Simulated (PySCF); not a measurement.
Si(Cl)(H)(SMe)2 (C₂H₇ClS₂Si), SMILES CS[SiH](Cl)SC.

Geometry optimised at PBE-D3(BJ)/def2-SVP. The values are those of a single conformer.

All values below come from TDA-LC-ωPBE/def2-SVPD run with PySCF 2.14.0.

Vertical excitations. The molecule is in vacuum.

Computed lowest excited states:
| state | energy (eV) | λ (nm) | f | main pairs |
|---|---|---|---|---|
| S1 | 5.86 | 212 | 0.005 | HOMO→LUMO 51 %, HOMO→LUMO+1 13 % |
| S2 | 5.95 | 208 | 0.004 | HOMO−1→LUMO 42 %, HOMO−1→LUMO+1 20 %, HOMO−1→LUMO+12 7 % |
| S3 | 6.84 | 181 | 0.015 | HOMO→LUMO+2 45 %, HOMO→LUMO+8 15 %, HOMO→LUMO+1 14 % |
| S4 | 7.01 | 177 | 0.028 | HOMO−1→LUMO+1 24 %, HOMO−1→LUMO 15 %, HOMO−1→LUMO+4 14 %, HOMO→LUMO 9 % |
| S5 | 7.04 | 176 | 0.027 | HOMO−1→LUMO+2 38 %, HOMO−1→LUMO+7 24 %, HOMO−1→LUMO+4 9 %, HOMO−1→LUMO+1 8 % |
| S6 | 7.33 | 169 | 0.010 | HOMO→LUMO+5 20 %, HOMO→LUMO 15 %, HOMO→LUMO+3 14 %, HOMO−1→LUMO 9 % |
| T1 | 5.37 | 231 | 0 | HOMO→LUMO 39 %, HOMO→LUMO+1 16 %, HOMO→LUMO+6 9 % |
| T2 | 5.43 | 228 | 0 | HOMO−1→LUMO 33 %, HOMO−1→LUMO+1 21 %, HOMO−1→LUMO+4 9 %, HOMO−1→LUMO+12 8 % |
Triplets are in the Tamm–Dancoff approximation.
